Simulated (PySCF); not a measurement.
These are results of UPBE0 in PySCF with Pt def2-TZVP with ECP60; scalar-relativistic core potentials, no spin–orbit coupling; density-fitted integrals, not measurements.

```xyz
3
charge 0 multiplicity 3, angstrom
Pt    0.0001    1.4763    0.0000
Pt    1.2157   -0.7382    0.0000
Pt   -1.2157   -0.7381    0.0000
```

Pt₃ (triplet), along the line from Pt1 (at 0) through Pt2 (at 2.526 Å). Core electrons replaced by a potential are absent, the electrostatic potential uses the reduced nuclear charge, and values within about 0.7 Å of such atoms have no physical meaning.

Tabulate the fields along this line at -0.76, 0.76, 0.88, 1.01, 1.14, 1.26, 1.39, 1.52, 1.64, 1.77, 3.28, 3.41, 3.54, 3.66, 3.79, 3.92, 4.04 Å.


```json
{"distance (Å)": "-0.76", "electron density (e/Å³)": "2.47", "spin density (e/Å³)": "0.267", "electron localisation function": "0.55", "electrostatic potential (V)": "41.4"}
{"distance (Å)": "0.76", "electron density (e/Å³)": "2.51", "spin density (e/Å³)": "0.216", "electron localisation function": "0.501", "electrostatic potential (V)": "40.3"}
{"distance (Å)": "0.88", "electron density (e/Å³)": "1.34", "spin density (e/Å³)": "0.101", "electron localisation function": "0.355", "electrostatic potential (V)": "23.2"}
{"distance (Å)": "1.01", "electron density (e/Å³)": "0.832", "spin density (e/Å³)": "0.034", "electron localisation function": "0.296", "electrostatic potential (V)": "14.2"}
{"distance (Å)": "1.14", "electron density (e/Å³)": "0.622", "spin density (e/Å³)": "-0.00184", "electron localisation function": "0.302", "electrostatic potential (V)": "9.74"}
{"distance (Å)": "1.26", "electron density (e/Å³)": "0.57", "spin density (e/Å³)": "-0.0178", "electron localisation function": "0.324", "electrostatic potential (V)": "8.37"}
{"distance (Å)": "1.39", "electron density (e/Å³)": "0.638", "spin density (e/Å³)": "-0.0186", "electron localisation function": "0.325", "electrostatic potential (V)": "9.65"}
{"distance (Å)": "1.52", "electron density (e/Å³)": "0.866", "spin density (e/Å³)": "-0.00176", "electron localisation function": "0.327", "electrostatic potential (V)": "14"}
{"distance (Å)": "1.64", "electron density (e/Å³)": "1.4", "spin density (e/Å³)": "0.0434", "electron localisation function": "0.381", "electrostatic potential (V)": "23"}
{"distance (Å)": "1.77", "electron density (e/Å³)": "2.6", "spin density (e/Å³)": "0.136", "electron localisation function": "0.516", "electrostatic potential (V)": "40.1"}
{"distance (Å)": "3.28", "electron density (e/Å³)": "2.56", "spin density (e/Å³)": "0.195", "electron localisation function": "0.559", "electrostatic potential (V)": "41.1"}
{"distance (Å)": "3.41", "electron density (e/Å³)": "1.25", "spin density (e/Å³)": "0.117", "electron localisation function": "0.394", "electrostatic potential (V)": "24.3"}
{"distance (Å)": "3.54", "electron density (e/Å³)": "0.631", "spin density (e/Å³)": "0.0666", "electron localisation function": "0.268", "electrostatic potential (V)": "15.1"}
{"distance (Å)": "3.66", "electron density (e/Å³)": "0.335", "spin density (e/Å³)": "0.0369", "electron localisation function": "0.183", "electrostatic potential (V)": "9.89"}
{"distance (Å)": "3.79", "electron density (e/Å³)": "0.186", "spin density (e/Å³)": "0.0198", "electron localisation function": "0.128", "electrostatic potential (V)": "6.72"}
{"distance (Å)": "3.92", "electron density (e/Å³)": "0.107", "spin density (e/Å³)": "0.0105", "electron localisation function": "0.0932", "electrostatic potential (V)": "4.74"}
{"distance (Å)": "4.04", "electron density (e/Å³)": "0.0637", "spin density (e/Å³)": "0.00556", "electron localisation function": "0.0696", "electrostatic potential (V)": "3.45"}
```

On a grid of 0.13 Å the density has a local minimum along the bond near 1.26 Å from Pt, at 0.57 e/Å³, where the ELF is 0.32.

Open d and f shells are described by one determinant, and the ground state may have another occupation or spin. With an element this heavy the missing spin–orbit coupling can shift these numbers.
